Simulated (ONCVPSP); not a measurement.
**Reading a pseudo-wave (Sr (Z = 38))**

Columns: radius, all-electron u(r) and pseudo u(r) of the 4p shell (level -24.13 eV) of strontium in the configuration [Ar] 3d10 4s2 4p6 5s1 5p1; Wu-Cohen, scalar-relativistic, ONCV scheme, ONCVPSP 4.0.1.

| r (bohr) | all-electron | pseudo |
| --- | --- | --- |
| 0.120 | 0.2315 | 0.0148 |
| 0.240 | -0.2358 | 0.0590 |
| 0.360 | -0.4434 | 0.1319 |
| 0.480 | -0.3125 | 0.2305 |
| 0.600 | -0.0326 | 0.3488 |
| 0.720 | 0.2628 | 0.4775 |
| 0.840 | 0.5116 | 0.6043 |
| 0.960 | 0.6947 | 0.7168 |
| 1.080 | 0.8132 | 0.8041 |
| 1.200 | 0.8763 | 0.8600 |
| 1.320 | 0.8956 | 0.8828 |
| 1.440 | 0.8826 | 0.8756 |
| 1.560 | 0.8471 | 0.8443 |
| 1.680 | 0.7970 | 0.7963 |
| 1.800 | 0.7385 | 0.7384 |
| 1.920 | 0.6760 | 0.6760 |
| 2.040 | 0.6128 | 0.6127 |
| 2.160 | 0.5509 | 0.5509 |
| 2.280 | 0.4919 | 0.4919 |
| 2.400 | 0.4368 | 0.4368 |
| 2.520 | 0.3861 | 0.3861 |
| 2.640 | 0.3399 | 0.3399 |
| 2.760 | 0.2984 | 0.2984 |
| 2.880 | 0.2613 | 0.2613 |
| 3.000 | 0.2284 | 0.2283 |
| 3.120 | 0.1993 | 0.1993 |

Question: How many radial nodes do the two functions have?

Answer: The all-electron 4p function has n − l − 1 = 2; the pseudo-wave has 0, since the states of the same l below it are removed with the core.

Question: At about which radius was the pseudo-wave matched?

Answer: 2.15 bohr. The columns agree to 0.0005 from 1.80 bohr on; several derivatives are matched, so the curves merge somewhat inside the radius.

Question: Where does each function peak?

Answer: Outermost all-electron maximum near 1.32 bohr, pseudo maximum near 1.32 bohr (to the table’s step).

Question: Is the pseudo-wave norm-conserving?

Answer: Yes: the ONCV scheme keeps the norm inside the radius equal to the all-electron one, which fixes the energy derivative of the logarithmic derivative at the level.
